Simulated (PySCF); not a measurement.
## From computed data to an observable: chemical shift, span and skew from a shielding tensor

CH4BrFSi, SMILES C[SiH](F)Br. Atoms are numbered in the order given.

```xyz
8

Si    -0.2554    -0.9002     0.3619
C     -2.1031    -0.8328     0.2757
F      0.2954    -1.9182    -0.7744
Br     0.5917     1.1050    -0.0625
H      0.2835    -1.3584     1.6659
H     -2.5311    -1.8327     0.4485
H     -2.4988    -0.1447     1.0379
H     -2.4270    -0.4779    -0.7141
```
Charge 0, spin multiplicity 1.

Geometry: PBE0-D3(BJ)/def2-SVP.

GIAO shieldings from PBE/pcSseg-1 (PySCF), non-relativistic, no solvent. The symmetric part of the tensor of C2 has the principal values 162.6, 171.1, 188.6 ppm. The same nucleus in TMS has σ = 182.0 ppm at this level (PySCF, at its B3LYP-D3(BJ)/def2-TZVP geometry). Without spin–orbit terms, shifts of atoms bonded to Cl or Br come out too high.

Question: Work out the isotropic shielding, the ¹³C shift against TMS, the span and the skew.

Answer: 
σ(iso) = (σ11 + σ22 + σ33)/3 = 174.1 ppm. δ = σ(ref) − σ(iso) = 182.0 − (174.1) = 7.9 ppm.
Span Ω = σ33 − σ11 = 26.0 ppm. Skew κ = 3(σ(iso) − σ22)/Ω = 0.35. Tumbling in solution averages the tensor to δ; in a static solid the shielding alone would spread this spin-1/2 line over Ω.
